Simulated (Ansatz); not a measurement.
## Ligand exchange: C3H4BF + Zr(CH3)F3 → C2HBF2 + Zr(CH3)2F2

Species: C3H4BF `C#CB(C)F`, singlet; Zr(CH3)F3, singlet; C2HBF2 `C#CB(F)F`, singlet; Zr(CH3)2F2, singlet. The partners trade CH3 for F: B–CH3 and Zr–F bonds give way to B–F and Zr–CH3.

Shapes, held fixed at every level: PBE0-D4/def2-TZVP. Programs: Ansatz 0.2.0. The zero-point and thermal change to 298 K, harmonic and unscaled (PBE0-D4/def2-TZVP), is -3.5 kJ/mol.

Q: Estimate ΔH(298 K) of this reaction.

A: The highest level, CCSD(T)/def2-TZVPP, gives ΔH(298 K) = +83.0 kJ/mol; the levels span +82.1 to +92.6. The column of differences is taken from that level and isn't an error. No measured value is set beside it here. For atoms past krypton def2 sets carry core potentials with scalar relativity. Outer-core shells of Zr are correlated, in sets that cover them unevenly.

| level | kind | ΔH(298 K) (kJ/mol) | less CCSD(T)/def2-TZVPP |
| --- | --- | --- | --- |
| PBE-D4/def2-TZVPP | GGA | +92.6 | +9.6 |
| BHLYP-D4/def2-TZVPP | global hybrid | +85.9 | +2.9 |
| r2SCAN0-D4/def2-TZVPP | global hybrid | +86.7 | +3.7 |
| wB97M-V/def2-TZVPP | range-separated hybrid | +89.6 | +6.6 |
| MP2/def2-SVP | perturbation theory | +91.5 | +8.5 |
| CCSD/def2-SVP | coupled cluster or CI | +89.3 | +6.3 |
| CCSD/def2-TZVPP | coupled cluster or CI | +82.1 | -0.9 |
| CCSD(T)/def2-TZVPP | coupled cluster or CI | +83.0 | 0.0 |
